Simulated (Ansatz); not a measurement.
`N[SiH2]CBCl`, relaxed with RKS PBE-D4/def2-SVP in Ansatz from a rough embedded geometry. The force threshold is 0.03 eV/Å; the program also tests the step.

Charge 0, multiplicity 1.

Start:

```xyz
12

N     0.339    1.731    0.858
Si    0.103    0.860   -0.699
C    -0.859   -0.693   -0.375
B    -0.027   -1.696    0.632
Cl    0.434   -3.376   -0.068
H     1.061    1.199    1.402
H     0.893    2.634    0.591
H     1.401    0.506   -1.270
H    -0.677    1.750   -1.611
H    -1.829   -0.407    0.189
H    -1.139   -1.166   -1.314
H     0.302   -1.343    1.666
```

Question: By how much does the energy fall, and how many steps does the optimiser take? (An estimate is asked.)

Answer: Computed: 0.64 eV, in 14 steps, 2 of them rejected.

Question: Which bonds change most? (Best estimate.)

Answer: Computed: B4–Cl5 from 1.877 to 1.771 Å; C3–B4 from 1.647 to 1.541 Å; B4–H12 from 1.141 to 1.217 Å; N1–H7 from 1.092 to 1.024 Å.

Question: Give the relaxed structure. (Estimate.)

Answer: Ansatz gave: 
```xyz
12

N     0.527    1.636    0.759
Si    0.141    0.805   -0.727
C    -0.939   -0.720   -0.313
B    -0.115   -1.645    0.604
Cl    0.881   -2.947   -0.066
H     1.079    1.145    1.469
H     0.845    2.606    0.690
H     1.302    0.307   -1.559
H    -0.645    1.779   -1.564
H    -1.833   -0.300    0.192
H    -1.203   -1.171   -1.293
H    -0.039   -1.494    1.809
```
